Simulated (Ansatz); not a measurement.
**Question.** Name a neutral molecule of Ge, O, S and H with zero-point energy (PBE0-D4/def2-TZVP) between 56 and 72 kJ/mol and HOMO energy (PBE0/def2-TZVPP) between -7.60 and -7.30 eV (Ansatz, PBE0-D4/def2-TZVP geometry).

**Answer.** `[OH][Ge][SH]` (60.3 kJ/mol, -7.35 eV). Other molecules can fit too; these were computed, each in one conformer that needn't be the lowest.
